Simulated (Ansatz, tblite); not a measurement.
Cost and result up the ladder for K4Na4 (the lowest singlet isomer of a short search) (8 atoms). Charge 0, multiplicity 1. Geometry: B3LYP/def2-SVP.

```tsv
atom	x (Å)	y (Å)	z (Å)
Na1	2.370	1.240	2.094
Na2	-0.147	3.380	0.330
Na3	1.700	0.871	-1.386
Na4	-2.194	-2.442	0.201
K5	-2.374	1.077	-1.756
K6	0.395	-2.166	-3.231
K7	-1.485	0.423	2.666
K8	1.734	-2.384	1.084
```

Ansatz on 4 threads of Arm Neoverse N1 on a shared host; xTB runs through tblite on one thread. Times are rough, summed over both states, and most runs start from the orbitals of an earlier one. No level here is sound enough to serve as a yardstick. The other state is a triplet.

The xTB rows come from tblite. The structure comes from a short search, and lower isomers may exist.

xTB has no spin-polarisation term.

```json
{"level": "GFN1-xTB", "functions": "32", "wall time": "0.013 s"}
{"level": "GFN2-xTB", "functions": "32", "wall time": "0.031 s"}
{"level": "PBE/def2-TZVP", "functions": "260", "wall time": "93 s"}
{"level": "PBE0/def2-TZVP", "functions": "260", "wall time": "3 min"}
```

(1) Estimate what each level gives for the vertical triplet (eV).

## Answers

(1) 
| level | vertical triplet (eV) | remarks |
| --- | --- | --- |
| GFN1-xTB | 2.00 | – |
| GFN2-xTB | 1.57 | – |
| PBE/def2-TZVP | 0.69 | restricted SCF unstable in HF (singlet) |
| PBE0/def2-TZVP | 0.64 | restricted SCF unstable in HF (singlet) |
